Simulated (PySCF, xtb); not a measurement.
BBr₃, SMILES Br[B-](Br)Br, charge -1, multiplicity 2.

Harmonic wavenumbers (cm⁻¹) from GFN2-xTB (xtb 6.7.1) at its own minimum, in rising order: 118, 118, 179, 404, 479, 480.

### Question
What does PBE-D3(BJ)/def2-SVPD in PySCF give at its own minimum? (The exact figures need the calculation; the answer reports its results.)

### Answer
124, 124, 191, 388, 585, 585. Paired by order, the mean absolute difference is 41 cm⁻¹ and the zero-point energies are 2.5 and 2.9 kcal/mol.
